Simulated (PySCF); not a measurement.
Species: Fe(NH2)2 (quintet state).
Geometry (PBE0-D3(BJ)/def2-SVP, Å), atoms numbered from 1 in this order:
```
atom  x, y, z in Å
Fe1    0.016   -0.013   -0.010
N2     0.111   -0.022    1.833
H3    -0.567    0.385    2.471
H4     0.851   -0.432    2.395
N5    -0.083   -0.008   -1.853
H6    -0.518   -0.720   -2.433
H7     0.283    0.709   -2.473
```

Level of theory: PySCF, PBE0-D3(BJ)/def2-SVP geometry optimisation, gas phase.

Which atoms are bound to Fe1, and at what distances?

2 atoms: N5 1.846 Å, N2 1.846 Å. The nearest atom not counted as bound is H6, at 2.58 Å (others tie with it).

What is the shape at Fe1?

Linear: angle 179.8°.

What are the other bond lengths?

N2–H3 and 3 like bonds 1.016 Å.

What are the rotational constants (commonest isotopes, rigid rotor)?

A = 186718, B = 4181, C = 4180 MHz: a prolate symmetric top.

Point group: D2d (every atom within 0.08 Å of its image). Charge 0, quintet. ⟨S²⟩ = 6.011 (exact for a quintet: 6.00). No frequency check.

Hardware: one thread of an Arm Neoverse V2, no GPU (shared host). Cost: 1.9 min wall, 0.33 GiB resident at most. This is the geometry optimisation.
